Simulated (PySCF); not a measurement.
## Adding and removing an electron: GeSe

PBEsol; basis Ge def2-TZVPPD, Se def2-TZVPPD; no relativity; PySCF 2.14. Neutral (UKS): singlet (closed shell), Re = 2.151 Å, ωe = 400 cm⁻¹, De = 5.81 eV, HOMO -6.63 eV, LUMO -3.24 eV.

GeSe⁻ (UKS): doublet (π ↑), Re = 2.261 Å, ωe = 325 cm⁻¹, De = 4.33 eV to Ge + Se⁻. The energies at the minima are -4474.82534 hartree for GeSe and -4474.84951 for GeSe⁻.

(1) Work out the adiabatic electron affinity, without and with harmonic zero-point energies (1 hartree = 27.2114 eV, 1 eV = 8065.5 cm⁻¹), and the change of the bond length.

Spin–orbit coupling is left out. For an ion De counts to the pair picked by the measured ionisation energies or electron affinities, which need not be the lowest pair at this level. The highest Kohn–Sham level is positive in this anion. Much of that is self-interaction error, but it also means that the finite basis helps to hold the extra electron. States were picked by a PBE0 search and need not be the measured ground states.

Results:

(1) At PBEsol: 0.02417 hartree = 0.658 eV between the minima; the zero-point term (400.0 − 325.0)/2 cm⁻¹ = +0.005 eV makes it 0.662 eV. Re changes by +11.0 pm against the neutral. The electron enters a π orbital, and the longer bond of the ion fits an antibonding orbital, or a change in how ionic the bond is.
